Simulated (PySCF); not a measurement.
These are PySCF with PBE-D3(BJ)/def2-TZVP // M06-2X/def2-TZVP values and carry that method's errors. All species are isolated molecules in the gas phase. One relaxed conformer stands for a flexible species; it need not be the lowest. Delta-SCF ions had no search for a lower state. 

Reference species (SMILES): `B` (neutral, multiplicity 1).

```
Quantity                                  Result
--------------------------------------  --------
HOMO–LUMO gap                            5.44 eV
vertical ionisation energy (Delta-SCF)  12.91 eV
HOMO                                    -8.49 eV
```

After one change: the HOMO–LUMO gap falls by 0.69 eV; the vertical ionisation energy (Delta-SCF) falls by 2.70 eV; the HOMO rises by 1.46 eV.

Problem. Which change was made? The new species is one of these.
A. `BC#C`
B. `B[Si](C)(C)C`
C. `BC(C)C`
D. `BO`

Solution. C, `BC(C)C`
